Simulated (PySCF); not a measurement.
BHandHLYP on Ge (germanium, neutral), [Ar] 3d10 4s2 4p1 4d1, one real determinant (an excited configuration). Calculation: PySCF 2.14, in aug-cc-pVDZ-DK (6s5p3d, 36 functions); scalar relativity by spin-free X2C-1e.

```
cycle= 1 E= -2098.33464274903  delta_E= -0.00386  |g|= 0.0184  |ddm|= 0.311
cycle= 2 E= -2098.33478034596  delta_E= -0.000138  |g|= 0.00583  |ddm|= 0.0772
cycle= 3 E= -2098.33479368602  delta_E= -1.33e-05  |g|= 0.000743  |ddm|= 0.0148
cycle= 4 E= -2098.3347943738  delta_E= -6.88e-07  |g|= 5.77e-05  |ddm|= 0.00489
cycle= 5 E= -2098.33479438  delta_E= -6.21e-09  |g|= 6.08e-06  |ddm|= 0.000559
cycle= 6 E= -2098.3347943801  delta_E= -9.69e-11  |g|= 2.1e-07  |ddm|= 7.56e-05
converged SCF energy = -2098.3347943801  <S^2> = 2.0027086  2S+1 = 3.0018052
```

Highest occupied orbital energy: 0.511 eV; ⟨L²⟩ = 8.01; populations by l: s 8.00, p 13.00, d 11.00.

Q: Can this result be used?

A: Not for this state. Self-consistency was reached. ⟨L²⟩ = 8.01 against 12 for a pure F term, so this real determinant mixes terms. The outer electron is Rydberg-like, and this basis confines it to a smaller radius and binds it less than a complete one would. At BHandHLYP the highest occupied level has a positive energy, so only the finite basis holds that electron; for this excited configuration the basis is too tight for the outer shell.
